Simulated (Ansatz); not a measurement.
Basis-set extrapolation for `CS[SiH](Cl)Cl` (PBE0-D4/def2-TZVP geometry, frozen core, the Gaussian-basis code of Ansatz). Multiplicity 1, RHF reference.

```csv
,cc-pV(T+d)Z,cc-pV(Q+d)Z
HF,-1645.891341,-1645.907923
MP2 correlation,-0.847109,-0.923508
CCSD(T) correlation,-0.952063,-1.027314
```

Energies in hartree. Use E(X) = E(∞) + A·exp(−5.46·√X) for Hartree–Fock and E(X) = E(∞) + B·X^(−3.05) for correlation, with X = 3 and 4.

**Question.** What is the CCSD(T) energy at the basis-set limit?

**Answer.** HF limit: -1645.907923 + (-0.016582) × 0.30130 = -1645.91292. Correlation limit: -1.027314 + (-0.075251) × 0.71189 = -1.08088. Total: -1646.99380 hartree, 4.09 eV below CCSD(T)/cc-pV(T+d)Z.
